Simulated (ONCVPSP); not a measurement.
**What one change does to a pseudopotential (Hf, ONCV)**

Hf, optimised norm-conserving Vanderbilt (ONCV), made with ONCVPSP 4.0.1 (PBEsol, scalar-relativistic). Core [Kr] 4d10 4f14 5s2, reference 5p6 5d2 6s2. Waves: 6s: rc 2.45 bohr, ncon 5, nbas 8, qcut 2.2 1/bohr, 1 projector; 5p: rc 1.85 bohr, ncon 4, nbas 8, qcut 7.3 1/bohr, 1 projector; 5d: rc 1.85 bohr, ncon 3, nbas 8, qcut 8.5 1/bohr, local. Local part: the d channel. Core correction: Teter function, fcfact 2.25, rcfact 1.5.

All-electron outer shells of the reference configuration (PBEsol, scalar-relativistic, ld1.x):

| shell | level (eV) | outermost node (bohr) | outermost maximum (bohr) |
| --- | --- | --- | --- |
| 5p | -35.59 | 0.60 | 1.16 |
| 4f | -16.86 | – | 0.45 |
| 6s | -5.13 | 1.37 | 2.89 |
| 5d | -2.71 | 0.67 | 1.69 |

Change: fully relativistic.

Cutoffs: the cutoffs (Ha) at which the residual kinetic energy of the hardest occupied pseudo-wave falls to 1 and 0.1 mHa per electron; they do not see the model core or the augmentation charge, which bear on the density cutoff. Errors are all-electron minus pseudo energies relative to the spin-unpolarised reference configuration.

Problem. How do hardness, ghosts and transferability respond?

Solution. The potential gets neither clearly harder nor softer (21 Ha and 27 Ha → 21 Ha and 27 Ha); the bound ghosts move from p, s to s; the miss of the reference levels goes from 0.00 to 0.28 eV; of the 3 tests that both files solve, the error grows in 0 and shrinks in 3 by more than 15 % and 0.3 meV (median size 15.1 → 6.5 meV). In the changed file the local d channel has no projectors, so it cannot carry the spin–orbit splitting, and the file is wrong for that shell.

| quantity | base | changed |
| --- | --- | --- |
| cutoff, loose | 21 Ha | 21 Ha |
| cutoff, tight | 27 Ha | 27 Ha |
| loose cutoff by channel | s 21 Ha, p 16 Ha, d 12 Ha | s 21 Ha, p 16 Ha, d 13 Ha |
| bound ghosts | s, p | s |
| GHOST(+) flags under 300 eV | none | none |
| largest miss of a reference level, eV | 0.00 | 0.28 |
| tests with a reliable result | 3 of 4 | 3 of 4 |
| error for 5p6 5d2 6s1, meV [ΔE 8.01 eV] | -6.0 | -2.8 |
| error for 5p6 5d2 6s0, meV [ΔE 22.17 eV] | -15 | -6.5 |
| error for 5p5 5d2 6s2, meV [ΔE 41.06 → 41.50 eV] | -555 | -254 |
| s: phases at 2.49 bohr within 0.05 rad from the reference energy up to (Ha; the scan ends near 5) | 1.2 | 1.2 |
| rms error of d²Exc/dni dnj with the model core, mHa | 1.70 | 4.44 |

 A true bound ghost makes a file unfit for plane-wave use even where its test errors are small: the radial tests pick states by their node count and pass the ghost by.
